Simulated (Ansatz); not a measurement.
Abridged output of a molecular run in Ansatz:

```
Functional definition: HF
1291 factors; integrals over basis functions are off by at most 8.3e-4 eV
mean field evaluation 1: about -69604.5590 eV, gradient 3.2e1 eV
mean field evaluation 2: about -69604.7433 eV, gradient 3.2e1 eV
mean field evaluation 4: about -69607.1756 eV, gradient 3.1e0 eV
mean field evaluation 8: about -69607.2283 eV, gradient 3.0e-1 eV
mean field evaluation 16: about -69607.2290 eV, gradient 1.4e-6 eV
mean field -69607.22899483 eV, -2558.0184840857 hartree, gradient 1.4e-6 eV, S^2 0.000000; 0 other end points of the search recorded, 0 dependent functions left out
14 core orbitals not correlated: weight in the atoms' cores, before any rotation towards them, 1.000 or more for the frozen orbitals, at most 0.000 for the correlated occupied ones
reference -69607.22899483 eV, -2558.0184840857 hartree; 20, 20 occupied and 151, 151 virtual orbitals, 1291 factors
second order -25.97199438 eV of doubles, -0.00000000 eV of singles
cycle   1  -25.02895562 eV  change    9.4e-1 eV  update   1.1e-1
cycle   2  -25.70639902 eV  change   -6.8e-1 eV  update   3.2e-2
cycle   3  -25.79921449 eV  change   -9.3e-2 eV  update   1.7e-2
cycle   4  -25.77656509 eV  change    2.3e-2 eV  update   4.8e-3
cycle   5  -25.77462824 eV  change    1.9e-3 eV  update   2.7e-3
cycle   6  -25.77660546 eV  change   -2.0e-3 eV  update   9.4e-4
cycle   7  -25.77604290 eV  change    5.6e-4 eV  update   4.1e-4
cycle   8  -25.77586435 eV  change    1.8e-4 eV  update   1.4e-4
cycle   9  -25.77596797 eV  change   -1.0e-4 eV  update   5.7e-5
cycle  10  -25.77597177 eV  change   -3.8e-6 eV  update   2.3e-5
perturbative correction -0.85198162 eV, -0.0313097470 hartree
Total energy: -69633.85694822 eV, -2558.9970433235 hartree
```

Its atoms:

Cartesian coordinates in Å:
```
N 0.2824 0.5554 1.2875
As -1.1833 0.1711 0.2417
Te -0.3499 0.1413 -2.2365
H 0.4731 1.5486 1.3067
H 1.1306 0.0643 1.0388
H -1.0281 -1.3345 0.3860
H 0.6752 -1.1460 -2.0242
```

(1) Which basis set was used?
A. def2-SVPD
B. cc-pV(Q+d)Z
C. cc-pV(D+d)Z
D. def2-TZVPP

(2) Write the keys of the input that set method, charge and spin (a neutral closed shell needs none for the last two).

## Answers

(1) D. It gives 185 functions.

(2) 
```yaml
correlation: {method: ccsd_t}
```
